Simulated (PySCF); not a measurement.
These are PBE-D3(BJ)/def2-TZVP // PBE0-D3(BJ)/def2-TZVP (PySCF) values and carry that method's errors. All species are isolated molecules in the gas phase. Excitations are Tamm–Dancoff values on a coarser integration grid. The basis has no diffuse functions, so Rydberg states are missing or too high.

Reference species (SMILES): `[F][Sn]([F])([Cl])[Cl]` (neutral, multiplicity 1).

- HOMO: -8.73 eV
- HOMO–LUMO gap: 4.52 eV
- S1 excitation (TDA): 4.71 eV
- S1 oscillator strength: 0.008

Changed species: `[Cl][Sn]([Cl])([Cl])[Cl]` (4 of 4 F replaced by Cl; the reference has 2 of 4 F replaced by Cl).

Task: What does the change do to the HOMO, HOMO–LUMO gap, S1 excitation (TDA) and S1 oscillator strength?

Result: the HOMO rises by 0.42 eV, to -8.31 eV; the HOMO–LUMO gap drops by 0.28 eV, to 4.24 eV; the S1 excitation (TDA) decreases by 0.33 eV, to 4.38 eV; the S1 oscillator strength hardly moves.
